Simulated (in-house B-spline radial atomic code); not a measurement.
Radial electron density of Sr⁸⁺, [Ar] 3d10 4s2. Computed with an all-electron radial atomic-structure program (B-spline basis): Dirac-Kohn-Sham CAM-B3LYP, spherical fractional occupations, Fermi nucleus of rms radius 4.224 fm.

Columns: r (bohr), 4πr²n(r) (electrons per bohr), bar.

```
 0.00166     1.48 #
 0.00201    2.081 ##
 0.00243    2.903 ##
 0.00294    4.027 ###
 0.00356    5.548 ####
 0.00431    7.567 ######
 0.00522     10.2 ########
 0.00632    13.55 ###########
 0.00765    17.69 ##############
 0.00927    22.63 ##################
  0.0112    28.13 ######################
  0.0136     34.1 ###########################
  0.0164    39.63 ###############################
  0.0199    44.36 ###################################
  0.0241    47.23 #####################################
  0.0292    47.69 #####################################
  0.0353    45.82 ####################################
  0.0428    42.55 #################################
  0.0518    39.92 ###############################
  0.0627     40.1 ###############################
  0.0759    44.23 ##################################
  0.0919       51 ########################################
   0.111     56.5 ############################################
   0.135    56.49 ############################################
   0.163    49.73 #######################################
   0.198    39.75 ###############################
   0.239    33.73 ##########################
    0.29    34.84 ###########################
   0.351    39.58 ###############################
   0.424    40.55 ################################
   0.514     33.9 ##########################
   0.622    22.66 ##################
   0.753     12.5 ##########
   0.912    6.467 #####
     1.1    3.748 ###
    1.34    2.167 ##
    1.62    1.024 #
    1.96   0.3264 
    2.37  0.06377 
    2.87 0.006667 
    3.48 0.0003192 
    4.21 6.906e-06
```

On this grid the curve has 3 maxima, near 0.0292, 0.111, 0.424 bohr.

The 4s1/2 radial function P(r) = rR(r), positive near the nucleus, with its small component Q(r) (sign convention: Q ≈ (P' + κP/r)/2c):

```
r (bohr)         P          Q
0.000526   0.01611  -0.002273
0.000771   0.02305  -0.003275
 0.00113   0.03281   -0.00469
 0.00166   0.04649   -0.00669
 0.00243   0.06502   -0.00944
 0.00356   0.08966   -0.01319
 0.00522     0.121   -0.01814
 0.00765    0.1577   -0.02438
  0.0112    0.1948   -0.03163
  0.0164    0.2204   -0.03896
  0.0241    0.2122   -0.04434
  0.0353      0.14   -0.04423
  0.0518   -0.0191    -0.0348
  0.0759   -0.2342   -0.01489
   0.111   -0.3731   0.009397
   0.163    -0.233    0.02413
   0.239    0.2238    0.01714
   0.351    0.5848   -0.00373
   0.514    0.2698   -0.01491
   0.753   -0.5915  -0.007841
     1.1    -1.075   0.003296
    1.62   -0.7002   0.005196
    2.37   -0.1783   0.001654
    3.48  -0.01263  0.0001319
```
